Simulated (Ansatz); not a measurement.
Reactions of ClH2In, SMILES `[Cl][InH2]`.

Calculated with Ansatz (gas phase, PBE0-D4/def2-TZVP geometries, no zero-point term in ΔE). CBS: MP2 limit from def2 TZ/QZ plus the TZ coupled-cluster correction, frozen cores. This one scheme is used for every species. DFT in def2-TZVPP. def2 core potentials past Kr. For I, In outer-core shells are correlated without core-valence functions, which leaves a few kJ/mol of doubt a bond.

```
                                                        reaction  PBE0-D4 (eV)  MP2/CBS(def2) (eV)
                       `[Cl][InH2]` + CH₃SH → `C[S][InH2]` + HCl          0.38                0.35
                  `[Cl][InH2]` + `CBCl` → `C[B](Cl)[InH2]` + HCl          1.48                1.53
                           `[Cl][InH2]` + HI → `[InH2][I]` + HCl         -0.29               -0.37
                              `[Cl][InH2]` + H₂ → `[InH3]` + HCl          1.16                1.33
`[Cl][InH2]` + `[SiH3]N[SiH3]` → `[SiH3][N]([SiH3])[InH2]` + HCl          0.98                0.82
```

Q: Give the CCSD(T)/CBS values in the same order. (An estimate is asked.)

A: Ansatz gave: 0.37, 1.50, -0.31, 1.23, 0.84 eV.

Largest T1 diagnostic: 0.015, for `[SiH3][N]([SiH3])[InH2]`.
